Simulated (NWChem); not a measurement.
**H4Ti in NWChem**

```xyz
5

Ti     0.0000     0.0000     0.0000
H      1.3902     0.0000     0.9824
H     -1.3902     0.0000     0.9824
H      0.0000    -1.3902    -0.9825
H      0.0000     1.3902    -0.9825
```
Charge 0, spin multiplicity 1.

The numbers come from NWChem runs, not from measurements. All single points use one geometry, from PBE/def2-SVP, a minimum by its harmonic frequencies.

Symmetry labels belong to the abelian group C2v used in the runs, with the axes of the coordinates shown; states degenerate in a higher group split over its labels.

The structure started from a generated list of species.

Q: List the lowest 6 singlet excitations that TDA-PBE0/def2-SVPD gives, with oscillator strengths.

A: 
| state | symmetry | energy (eV) | wavelength (nm) | f |
|---|---|---|---|---|
| 1 | b2 | 3.25 | 381 | 0.000 |
| 2 | b1 | 3.25 | 381 | 0.000 |
| 3 | a2 | 3.25 | 381 | 0.000 |
| 4 | b2 | 3.62 | 342 | 0.002 |
| 5 | b1 | 3.62 | 342 | 0.002 |
| 6 | a1 | 3.62 | 342 | 0.002 |
